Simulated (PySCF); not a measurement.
Geometries of 2 isomers of CH6O3Si2, from PySCF, PBE0-D3(BJ)/def2-SVP geometry optimisation, gas phase. One conformer each, no zero-point energy, no frequencies.

Task: Which is lower in electronic energy at this level?
A.
```xyz
12
angstrom
O     -1.137    1.249    1.511
C     -1.703    0.219    1.216
Si    -0.887   -1.219    0.210
O      0.544   -0.723   -0.419
Si     1.728    0.449   -0.252
O      1.651    1.120    1.250
H     -2.771    0.081    1.546
H     -0.737   -2.361    1.159
H     -1.850   -1.587   -0.867
H      1.487    1.436   -1.343
H      3.053   -0.202   -0.389
H      0.757    1.430    1.479
```
B.
```xyz
12
angstrom
O      0.982    0.274   -1.327
C      1.482    0.089   -0.244
O      2.803    0.051   -0.052
Si     0.391   -0.173    1.320
O     -1.152   -0.079    0.766
Si    -2.041    0.033   -0.647
H      3.225    0.194   -0.918
H      0.674    0.902    2.309
H      0.686   -1.509    1.908
H     -1.847    1.361   -1.293
H     -1.694   -1.071   -1.585
H     -3.470   -0.105   -0.243
```

Result: A. That is `O=C[SiH2]O[SiH2]O`, 10.0 kcal/mol below the other.

| SMILES | atoms numbered as above | E (Eh) | relative (kcal/mol) | relative (kJ/mol) | dipole (D) |
| --- | --- | --- | --- | --- | --- |
| O=C[SiH2]O[SiH2]O | [O:1]=[CH:2][SiH2:3][O:4][SiH2:5][OH:6] | -845.56089 | 0.0 | 0.0 | 2.94 |
| O=C(O)[SiH2]O[SiH3] | [O:1]=[C:2]([OH:3])[SiH2:4][O:5][SiH3:6] | -845.54495 | 10.0 | 41.8 | 1.68 |

As drawn, the higher has a C(=O)–O unit, which the lower lacks.
